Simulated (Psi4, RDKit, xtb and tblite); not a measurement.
Two geometries of SMILES c1ccc(C2CC2)cc1 (C9H10), relaxed at GFN2-xTB with one dihedral held; other torsions can differ between them too.

Structure A

```
19

C      2.7929     0.3148     0.2231
C      2.0329    -0.6476     0.8633
C      0.6616    -0.6918     0.6794
C      0.0290     0.2252    -0.1499
C     -1.4379     0.2202    -0.3910
C     -2.0011    -0.5876    -1.5320
C     -2.3081    -0.9684    -0.1180
C      0.8029     1.1949    -0.7825
C      2.1721     1.2393    -0.6005
H      3.8628     0.3476     0.3675
H      2.5090    -1.3677     1.5134
H      0.0826    -1.4418     1.1972
H     -1.8922     1.1945    -0.2428
H     -2.7805    -0.1514    -2.1380
H     -1.3173    -1.2141    -2.0850
H     -3.3040    -0.7905     0.2592
H     -1.8578    -1.8696     0.2670
H      0.3201     1.9171    -1.4259
H      2.7574     1.9967    -1.1017
```

Structure B

```
19

C      2.7738     0.3019     0.2546
C      1.9643    -0.6343     0.8745
C      0.6006    -0.6322     0.6469
C      0.0170     0.3049    -0.2011
C     -1.4434     0.2661    -0.4304
C     -2.2287     1.5145    -0.7348
C     -2.0094     0.5024    -1.8081
C      0.8428     1.2377    -0.8219
C      2.2066     1.2366    -0.5944
H      3.8393     0.3026     0.4308
H      2.3969    -1.3699     1.5372
H     -0.0246    -1.3670     1.1351
H     -1.9504    -0.4811     0.1693
H     -3.2152     1.6052    -0.3056
H     -1.6945     2.4505    -0.7880
H     -2.8435    -0.1049    -2.1255
H     -1.3156     0.7354    -2.6014
H      0.4227     1.9741    -1.4910
H      2.8312     1.9700    -1.0843
```

Q: Which is lower in energy at the level Psi4 with B3LYP-D3(BJ)/def2-SVP // GFN2-xTB, and by how much?

A: B is lower, by 1.02 kcal/mol (dihedral C3–C4–C5–C6: -90° in A, 150° in B).

E(B) − E(A) in kcal/mol at the other levels, on the same two geometries: GFN2-xTB (xtb and tblite) -1.48; MMFF94 // GFN2-xTB (RDKit) 1.61; B3LYP/def2-SVP // GFN2-xTB (Psi4) -0.91.
